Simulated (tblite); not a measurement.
A geometry optimisation, step by step.

Compound: C6H8N (doublet state).
Numbering: `[C:1]#[C:2][C@H:3]([CH2:4][CH3:5])[N:6]=[CH2:7]` (hydrogens: H8 on C3; H9, H10 on C4; H11, H12, H13 on C5; H14, H15 on C7)
Bond orders are those of one Lewis drawing.

Computed with GFN2-xTB (tblite), gas phase: L-BFGS steps from a force-field or distance-geometry start until the largest atomic force falls under 0.01 eV/Å. 6 of its 69 geometries are shown.

Step 0: E = -533.7587 eV, largest atomic force 2.638 eV/Å
```
atom  x, y, z in Å  |  force x, y, z in eV/Å
C1      0.478    1.980    1.141   -0.088  -0.587  -0.693
C2      0.412    1.085    0.337   -0.389   1.230   0.811
C3      0.365   -0.041   -0.605   -0.079  -0.727   0.238
C4     -0.915   -0.832   -0.334   -0.151  -0.589   0.331
C5     -2.059    0.149   -0.516    0.073   0.980   0.442
N6      1.527   -0.843   -0.383    1.990   1.689   0.380
C7      2.579   -0.218    0.019   -1.066  -2.174  -0.727
H8      0.286    0.317   -1.639    0.438   0.020  -0.023
H9     -0.894   -1.218    0.703    0.000   0.024  -0.491
H10    -0.999   -1.696   -1.030    0.180   0.555   0.361
H11    -1.696    0.889   -1.270   -1.013  -0.532   0.297
H12    -2.202    0.730    0.431   -0.019  -0.496  -0.812
H13    -2.999   -0.338   -0.778    0.247   0.255  -0.111
H14     2.635    0.836    0.193   -0.046   0.448   0.068
H15     3.476   -0.793    0.205   -0.077  -0.098  -0.071
```

Step 14: E = -534.1160 eV, largest atomic force 0.248 eV/Å
```
atom  x, y, z in Å  |  force x, y, z in eV/Å
C1      0.441    2.135    1.071   -0.019   0.038  -0.054
C2      0.346    1.189    0.345    0.082   0.095   0.071
C3      0.390    0.001   -0.536    0.107   0.097   0.036
C4     -0.918   -0.780   -0.341    0.187  -0.044   0.040
C5     -2.131    0.134   -0.511    0.078  -0.003   0.029
N6      1.567   -0.782   -0.339   -0.130  -0.040  -0.207
C7      2.661   -0.308    0.032    0.088   0.026   0.049
H8      0.446    0.337   -1.585   -0.104   0.072   0.059
H9     -0.920   -1.223    0.655   -0.020  -0.020   0.087
H10    -0.932   -1.598   -1.062   -0.035   0.012  -0.099
H11    -1.973    0.840   -1.324   -0.050  -0.112  -0.095
H12    -2.296    0.718    0.390    0.026   0.014   0.057
H13    -3.027   -0.446   -0.707   -0.009  -0.039  -0.035
H14     2.801    0.732    0.339   -0.029  -0.023   0.003
H15     3.541   -0.940    0.045   -0.172  -0.073   0.060
```

Step 27: E = -534.1845 eV, largest atomic force 0.109 eV/Å
```
atom  x, y, z in Å  |  force x, y, z in eV/Å
C1      0.422    2.303    1.003    0.025   0.003   0.076
C2      0.397    1.270    0.398   -0.003  -0.040  -0.044
C3      0.396    0.115   -0.527   -0.072  -0.031  -0.045
C4     -0.868   -0.740   -0.342   -0.088  -0.013  -0.011
C5     -2.144    0.076   -0.507   -0.016   0.015  -0.005
N6      1.541   -0.717   -0.437    0.030   0.022   0.008
C7      2.646   -0.392    0.044   -0.005   0.031  -0.012
H8      0.372    0.521   -1.549    0.046   0.003  -0.051
H9     -0.858   -1.225    0.636    0.054   0.073   0.038
H10    -0.827   -1.526   -1.099   -0.008  -0.008  -0.006
H11    -2.094    0.691   -1.404   -0.010  -0.048  -0.054
H12    -2.297    0.743    0.337    0.051  -0.026   0.023
H13    -3.006   -0.584   -0.588    0.037   0.023   0.031
H14     2.867    0.589    0.468   -0.031   0.055   0.089
H15     3.448   -1.115    0.039   -0.010  -0.057  -0.035
```

Step 41: E = -534.2227 eV, largest atomic force 0.247 eV/Å
```
atom  x, y, z in Å  |  force x, y, z in eV/Å
C1      0.482    2.225    1.124   -0.021  -0.158  -0.165
C2      0.412    1.336    0.324   -0.006   0.021   0.051
C3      0.389    0.195   -0.628    0.142  -0.037   0.039
C4     -0.830   -0.710   -0.360    0.066   0.064   0.009
C5     -2.139    0.047   -0.513   -0.057   0.031  -0.033
N6      1.553   -0.614   -0.594    0.198   0.007   0.148
C7      2.590   -0.419    0.077   -0.070   0.060  -0.039
H8      0.327    0.606   -1.649   -0.062  -0.021   0.098
H9     -0.754   -1.110    0.654    0.022   0.022  -0.017
H10    -0.789   -1.554   -1.055    0.032   0.093  -0.006
H11    -2.217    0.510   -1.497    0.032  -0.056   0.028
H12    -2.204    0.833    0.237   -0.043  -0.035  -0.028
H13    -2.975   -0.638   -0.390   -0.013   0.065   0.038
H14     2.763    0.449    0.725   -0.134  -0.107  -0.052
H15     3.388   -1.149    0.020   -0.086   0.050  -0.071
```

Step 54: E = -534.2380 eV, largest atomic force 0.041 eV/Å
```
atom  x, y, z in Å  |  force x, y, z in eV/Å
C1      0.497    2.202    1.146   -0.003  -0.005  -0.023
C2      0.439    1.351    0.306   -0.010  -0.006  -0.003
C3      0.403    0.223   -0.654   -0.035  -0.003   0.001
C4     -0.802   -0.687   -0.356   -0.004  -0.014   0.007
C5     -2.132    0.038   -0.513    0.018  -0.017  -0.001
N6      1.575   -0.572   -0.674    0.000  -0.004   0.005
C7      2.556   -0.441    0.085    0.007   0.001   0.003
H8      0.292    0.645   -1.663   -0.014   0.033   0.003
H9     -0.701   -1.067    0.663   -0.017   0.000  -0.003
H10    -0.753   -1.534   -1.044   -0.007  -0.003   0.013
H11    -2.261    0.390   -1.535    0.007   0.012   0.017
H12    -2.180    0.893    0.159    0.007  -0.024  -0.028
H13    -2.952   -0.638   -0.277    0.025   0.033   0.002
H14     2.635    0.334    0.850    0.000   0.009   0.028
H15     3.381   -1.130   -0.020    0.026  -0.013  -0.021
```

Step 68: E = -534.2394 eV, largest atomic force 0.008 eV/Å
```
atom  x, y, z in Å  |  force x, y, z in eV/Å
C1      0.492    2.211    1.137   -0.005  -0.002   0.002
C2      0.432    1.346    0.311    0.002   0.003  -0.004
C3      0.399    0.221   -0.652    0.000  -0.001   0.002
C4     -0.801   -0.694   -0.353   -0.004  -0.001   0.004
C5     -2.126    0.038   -0.516   -0.002   0.002  -0.002
N6      1.579   -0.562   -0.683    0.001   0.002  -0.002
C7      2.556   -0.441    0.083    0.003  -0.003   0.005
H8      0.278    0.651   -1.657    0.004   0.003   0.002
H9     -0.707   -1.069    0.668    0.004  -0.003   0.006
H10    -0.752   -1.545   -1.036   -0.001  -0.001   0.001
H11    -2.254    0.384   -1.540    0.004  -0.001  -0.002
H12    -2.163    0.900    0.146   -0.001   0.006   0.000
H13    -2.952   -0.625   -0.270   -0.001  -0.004  -0.002
H14     2.623    0.311    0.873    0.000   0.001  -0.003
H15     3.390   -1.117   -0.040   -0.002  -0.001  -0.006
```

Question: Summarise the path.

Answer: The energy falls by 11.08 kcal/mol from step 0 to step 68; nine tenths of that is first reached at step 31. It falls at every step. The largest force goes from 2.638 to 0.008 eV/Å. Among the bonds N6=C7 changes most, from 1.287 to 1.248 Å; the atoms move by 0.426 Å rms after alignment.

The cost below is that of the whole relaxation. The run took 0.3 s of wall time on Arm Neoverse V2, one thread, shared host with 96 logical CPUs at a one-minute load of 64.
